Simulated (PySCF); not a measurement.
Isomers of C8H8FN, mass 137.064 u with the commonest isotopes. Level of theory: PBE0/pcSseg-1 in PySCF (dipole) on a GFN2-xTB geometry, gas phase. One conformer each, none proved a minimum here; rigid rotors.

Task: Order these by rotational constant B, largest first.
A. `[CH2:1]=[N:2][c:3]1[cH:4][cH:5][cH:6][c:7]([CH2:8][F:9])[cH:10]1` with C1–N2–C3–C4 -48°, C6–C7–C8–F9 13°
B. `[N:1]#[C:2][CH2:3][C:4]1=[CH:5][CH2:6][CH:7]=[CH:8][C@@H:9]1[F:10]` with C2–C3–C4–C5 -105°
C. `[CH2:1]=[CH:2][C@@H:3]1[CH2:4][C:5]([F:6])=[CH:7][C@@H:8]1[C:9]#[N:10]` with C1–C2–C3–C4 -126°, C2–C3–C4–C5 -144°, C3–C4–C5–F6 -168°, C5–C7–C8–C9 105°, C2–C3–C8–C7 145°

Result: C (1051 MHz), B (994.1 MHz), A (762.5 MHz).

Task: Order these by dipole moment, largest first.
A. `[CH2:1]=[N:2][c:3]1[cH:4][cH:5][cH:6][c:7]([CH2:8][F:9])[cH:10]1` with C1–N2–C3–C4 -48°, C6–C7–C8–F9 13°
B. `[CH2:1]=[CH:2][C@@H:3]1[CH2:4][C:5]([F:6])=[CH:7][C@@H:8]1[C:9]#[N:10]` with C1–C2–C3–C4 -126°, C2–C3–C4–C5 -144°, C3–C4–C5–F6 -168°, C5–C7–C8–C9 105°, C2–C3–C8–C7 145°
C. `[N:1]#[C:2][CH2:3][C:4]1=[CH:5][CH2:6][CH:7]=[CH:8][C@@H:9]1[F:10]` with C2–C3–C4–C5 -105°
D. `[CH:1]#[C:2][C@@H:3]([CH3:4])[C@@H:5]([F:6])/[CH:7]=[CH:8]/[C:9]#[N:10]` with C2–C3–C5–F6 169°, C3–C5–C7–C8 -121°

Result: C (4.39 D), D (4.23 D), B (3.71 D), A (1.97 D).

Task: Order these by rotational constant A, smallest first.
A. `[N:1]#[C:2][CH2:3][C:4]1=[CH:5][CH2:6][CH:7]=[CH:8][C@@H:9]1[F:10]` with C2–C3–C4–C5 -105°
B. `[CH2:1]=[N:2][c:3]1[cH:4][cH:5][cH:6][c:7]([CH2:8][F:9])[cH:10]1` with C1–N2–C3–C4 -48°, C6–C7–C8–F9 13°
C. `[CH2:1]=[CH:2][C@@H:3]1[CH2:4][C:5]([F:6])=[CH:7][C@@H:8]1[C:9]#[N:10]` with C1–C2–C3–C4 -126°, C2–C3–C4–C5 -144°, C3–C4–C5–F6 -168°, C5–C7–C8–C9 105°, C2–C3–C8–C7 145°

Result: C (1935 MHz), A (2170 MHz), B (3349 MHz).

```csv
SMILES,point group,Ia (u·Å²),Ib (u·Å²),Ic (u·Å²),κ,μa (D),μb (D),μc (D)
C=C[C@@H]1CC(F)=C[C@@H]1C#N,C1,261.22,480.96,658.82,-0.51,0.09,3.08,2.07
N#CCC1=CCC=C[C@@H]1F,C1,232.90,508.37,622.59,-0.73,3.54,1.88,1.79
C=Nc1cccc(CF)c1,C1,150.89,662.76,797.15,-0.91,1.84,0.01,0.69
C#C[C@@H](C)[C@@H](F)/C=C/C#N,C1,261.82,656.53,779.65,-0.81,4.15,0.73,0.44
```
